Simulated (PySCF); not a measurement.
C₉H₉F.
Numbering: `[F:1][CH2:2][C:3]1=[CH:4][C@@H:5]2[C@@H:6]3[CH:7]=[CH:8][C@H:9]1[C@H:10]23` (hydrogens: H11, H12 on C2; H13 on C4; H14 on C5; H15 on C6; H16 on C7; H17 on C8; H18 on C9; H19 on C10)

Level of theory: PySCF, PBE0-D3(BJ)/def2-SVP geometry optimisation, gas phase.

Question: Give the optimised bond lengths and angles.

Answer: 
```
   bond  length (Å)
  F1–C2       1.369
  C2–C3       1.487
  C3=C4       1.345
  C4–C5       1.472
  C5–C6       1.578
  C6–C7       1.472
  C7=C8       1.344
  C8–C9       1.522
 C9–C10       1.544
  C3–C9       1.526
 C5–C10       1.494
 C6–C10       1.496
 C2–H11       1.108
 C2–H12       1.105
 C4–H13       1.091
 C5–H14       1.093
 C6–H15       1.093
 C7–H16       1.092
 C8–H17       1.093
 C9–H18       1.101
C10–H19       1.093
```

A selection of angles:
```
    angle  degrees
 F1–C2–C3    111.5
 C2–C3–C4    126.6
 C2–C3–C9    122.7
 C4–C3–C9    110.2
 C3–C4–C5    110.8
 C4–C5–C6    121.1
C4–C5–C10    107.4
C6–C5–C10     58.2
 C5–C6–C7    120.5
C5–C6–C10     58.1
C7–C6–C10    107.3
 C6–C7–C8    110.7
 C7–C8–C9    110.5
C8–C9–C10    103.3
 C3–C9–C8    100.9
C3–C9–C10    103.3
C5–C10–C9    104.3
C5–C10–C6     63.7
C6–C10–C9    104.4
```

Dihedral angles: F1–C2–C3–C4 2° (synperiplanar); C2–C3–C4–C5 -178° (antiperiplanar); C3–C4–C5–C6 56° (synclinal); C4–C5–C6–C7 0° (synperiplanar); C5–C6–C7–C8 -55° (synclinal); C6–C7–C8–C9 6° (synperiplanar); C7–C8–C9–C10 -16° (synperiplanar); C8–C9–C10–C5 85° (synclinal); C2–C3–C9–C8 82° (synclinal); C4–C5–C10–C9 17° (synperiplanar); C5–C6–C10–C9 99° (anticlinal).

The 5-membered ring C3–C4–C5–C10–C9 has internal angles of 103.3° to 110.8° (sum 536°, against 540° for a flat polygon); it is puckered, 0.09 Å rms from its mean plane, widest ring torsion 20°. The 5-membered ring C6–C7–C8–C9–C10 has internal angles of 103.3° to 110.7° (sum 536°, against 540° for a flat polygon); it is puckered, 0.09 Å rms from its mean plane, widest ring torsion 19°. Of the pairs four or more bonds apart, F1···H13 is among the closest relative to their van der Waals radii: 2.58 Å, 97 % of the sum of Bondi's values. The C–C distances run from 1.344 Å (C7=C8, drawn double) to 1.578 Å (C5–C6, drawn single), a spread of 0.234 Å. The 3-membered ring C5–C6–C10 has internal angles of 58.1° to 63.7°.

Point group: C1 (no symmetry element, even within 0.4 Å). No frequency check. The numbers are those of one conformer.
